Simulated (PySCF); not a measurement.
SMILES [Si](C)(C)(C)C[SiH3], GFN2-xTB optimised geometry.

```
20

C     -0.92    -1.56    -1.57
Si    -0.29    -0.67     0.00
C      1.61    -0.67     0.00
C     -0.93     1.13     0.00
C     -0.94    -1.60     1.54
Si    -0.55    -0.82     3.23
H     -0.59    -2.59    -1.61
H     -2.01    -1.56    -1.62
H     -0.56    -1.07    -2.47
H      2.01    -0.18    -0.88
H      2.01    -0.15     0.87
H      2.01    -1.68     0.01
H     -2.01     1.16     0.07
H     -0.64     1.65    -0.91
H     -0.53     1.68     0.84
H     -2.02    -1.70     1.46
H     -0.55    -2.61     1.53
H     -1.17     0.50     3.34
H     -1.07    -1.68     4.30
H      0.90    -0.69     3.41
```

Density from PBE/def2-SVP (PySCF) at that geometry.

Minimum of the electron density along straight lines between bonded atoms, close to the bond critical point (lines longer than 1.1 times the sum of covalent radii, or with two minima, are not listed):

| bond | length / Å | ρ at the minimum / e bohr⁻³ | ∇²ρ there / e bohr⁻⁵ | position (fraction from the first atom) |
|---|---|---|---|---|
| C1–Si2 | 1.911 | 0.108 | 0.30 | 0.62 |
| Si2–C3 | 1.907 | 0.109 | 0.31 | 0.38 |
| Si2–C4 | 1.906 | 0.109 | 0.31 | 0.38 |
| Si2–C5 | 1.913 | 0.106 | 0.30 | 0.38 |
| C5–Si6 | 1.898 | 0.109 | 0.30 | 0.62 |
| C1–H7 | 1.086 | 0.269 | -0.95 | 0.63 |
| C1–H8 | 1.086 | 0.269 | -0.95 | 0.63 |
| C1–H9 | 1.086 | 0.269 | -0.95 | 0.63 |
| C3–H10 | 1.086 | 0.269 | -0.95 | 0.63 |
| C3–H11 | 1.085 | 0.270 | -0.95 | 0.63 |
| C3–H12 | 1.086 | 0.269 | -0.95 | 0.63 |
| C4–H13 | 1.086 | 0.269 | -0.95 | 0.63 |
| C4–H14 | 1.086 | 0.269 | -0.95 | 0.63 |
| C4–H15 | 1.085 | 0.270 | -0.95 | 0.63 |
| C5–H16 | 1.090 | 0.265 | -0.90 | 0.62 |
| C5–H17 | 1.090 | 0.265 | -0.90 | 0.62 |
| Si6–H18 | 1.465 | 0.116 | 0.32 | 0.49 |
| Si6–H19 | 1.468 | 0.115 | 0.31 | 0.49 |
| Si6–H20 | 1.465 | 0.116 | 0.32 | 0.49 |
